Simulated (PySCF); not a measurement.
# How methods differ on the excitation energy of Ne²⁺

Ne²⁺ [He] 2s2 2p4 (3P) → Ne²⁺ [He] 2s1 2p4 3s1 (5P), as a difference of total energies. All numbers are calculated (PySCF 2.14, the spin-free X2C one-electron Hamiltonian (Gaussian nucleus), in x2c-QZVPPall with one added diffuse shell each of s, p, d, f type (8s5p4d3f1g, 73 functions)). Correlated levels: valence: 1s2 frozen; valence and next inner shell: nothing frozen. The calculations carry no spin-orbit coupling.

```
                                method  excitation energy (eV)
                                   UHF                  60.168
                                   LDA                  60.328
                                   PBE                  60.224
                                  PBE0                  60.605
                                r2SCAN                  60.408
                                PBEsol                  60.108
                                 wB97X                  61.224
                             CAM-B3LYP                  60.896
                                  PW91                  60.335
                         MP2 (valence)                  61.110
                     SCS-MP2 (valence)                  61.310
    MP2 (valence and next inner shell)                  61.097
SCS-MP2 (valence and next inner shell)                  61.298
```

How much does correlation contribute at MP2 (valence and next inner shell)?

61.097 − (60.168) = 0.929 eV, measured against UHF.

The promoted electron is Rydberg-like, and one or two diffuse shells describe it only roughly, which tends to raise the upper state.
